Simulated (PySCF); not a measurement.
Cl$_{2}$Ge (SMILES [Cl][Ge][Cl]), singlet, geometry from GFN2-xTB; TPSSH/3-21G in PySCF.

Input for PySCF:
```python
from pyscf import gto, scf, dft

mol = gto.M(
    atom='''
Ge   -0.00059285   -0.00984996    0.71845420
Cl    1.03004534    1.30072876   -0.65763687
Cl   -1.02892939   -1.28218766   -0.69474750
''',
    basis='3-21g',
    verbose=4,
)

mf = dft.RKS(mol)
mf.xc = 'tpssh'
mf.kernel()
```

Q: Write the output that PySCF gives for this input, abridged.

A: 
```
PySCF version 2.14.0

[INPUT] verbose = 4
[INPUT] num. atoms = 3
[INPUT] num. electrons = 66
[INPUT] charge = 0
[INPUT] spin (= nelec alpha-beta = 2S) = 0
[INPUT] symmetry False subgroup None
[INPUT] Mole.unit = angstrom
[INPUT] Symbol           X                Y                Z      unit          X                Y                Z       unit  Magmom
[INPUT]  1 Ge    -0.000592850000  -0.009849960000   0.718454200000 AA   -0.001120324133  -0.018613726738   1.357681671043 Bohr   0.0
[INPUT]  2 Cl     1.030045340000   1.300728760000  -0.657636870000 AA    1.946503588485   2.458021118745  -1.242753573716 Bohr   0.0
[INPUT]  3 Cl    -1.028929390000  -1.282187660000  -0.694747500000 AA   -1.944394748616  -2.422983517697  -1.312882500726 Bohr   0.0

nuclear repulsion = 312.620235881466
number of shells = 24
number of NR pGTOs = 108
number of NR cGTOs = 48
basis = 3-21g
ecp = {}

******** <class 'pyscf.dft.rks.RKS'> ********
method = RKS
initial guess = minao
damping factor = 0
level_shift factor = 0
DIIS = <class 'pyscf.scf.diis.CDIIS'>
diis_start_cycle = 1
diis_space = 8
diis_damp = 0
SCF conv_tol = 1e-09
SCF conv_tol_grad = None
SCF max_cycles = 50
direct_scf = True
direct_scf_tol = 1e-13
XC library pyscf.dft.libxc version 7.1.2
    S. Lehtola, C. Steigemann, M. J. T. Oliveira, and M. A. L. Marques,  SoftwareX 7, 1–5 (2018)
XC functionals = tpssh
    V. N. Staroverov, G. E. Scuseria, J. Tao, and J. P. Perdew,  J. Chem. Phys. 119, 12129 (2003)
radial grids:
    Treutler-Ahlrichs [JCP 102, 346 (1995); DOI:10.1063/1.469408] (M4) radial grids

becke partition: Becke, JCP 88, 2547 (1988); DOI:10.1063/1.454033
pruning grids: <function nwchem_prune>
grids dens level: 3
symmetrized grids: False
atomic radii adjust function: <function treutler_atomic_radii_adjust>
small_rho_cutoff = 0
Set gradient conv threshold to 3.16228e-05
Initial guess from minao.
tot grids = 58400
init E= -2980.69749335207
  HOMO = -0.304473638464357  LUMO = -0.14472945757629  gap/eV = 4.34686
cycle= 1 E= -2982.90329610299  delta_E= -2.21  |g|= 0.355  |ddm|= 1.92
  HOMO = -0.252481736361202  LUMO = -0.155866170564888  gap/eV = 2.62904
cycle= 2 E= -2982.78225645665  delta_E= 0.121  |g|= 0.691  |ddm|= 1.43
  HOMO = -0.277435239435312  LUMO = -0.134438937005985  gap/eV = 3.89113
cycle= 3 E= -2982.95586539471  delta_E= -0.174  |g|= 0.0154  |ddm|= 0.936
  HOMO = -0.282487235888184  LUMO = -0.138211408381644  gap/eV = 3.92595
cycle= 4 E= -2982.95593097274  delta_E= -6.56e-05  |g|= 0.00766  |ddm|= 0.0592
  HOMO = -0.281436710635168  LUMO = -0.136811453177657  gap/eV = 3.93545
cycle= 5 E= -2982.95596045008  delta_E= -2.95e-05  |g|= 0.000371  |ddm|= 0.0167
  HOMO = -0.281477822544005  LUMO = -0.1368482596697  gap/eV = 3.93557
cycle= 6 E= -2982.95596050134  delta_E= -5.13e-08  |g|= 4.48e-05  |ddm|= 0.00073
  HOMO = -0.281473538703103  LUMO = -0.136838783921798  gap/eV = 3.93571
cycle= 7 E= -2982.95596050239  delta_E= -1.05e-09  |g|= 5.23e-06  |ddm|= 0.000108
  HOMO = -0.281473952926844  LUMO = -0.136839172006243  gap/eV = 3.93571
cycle= 8 E= -2982.9559605024  delta_E= -9.09e-12  |g|= 4.76e-06  |ddm|= 1.44e-05
  HOMO = -0.281474063426248  LUMO = -0.136839265866364  gap/eV = 3.93571
Extra cycle  E= -2982.95596050238  delta_E= 1.46e-11  |g|= 8.16e-06  |ddm|= 1.91e-05
converged SCF energy = -2982.95596050238
```
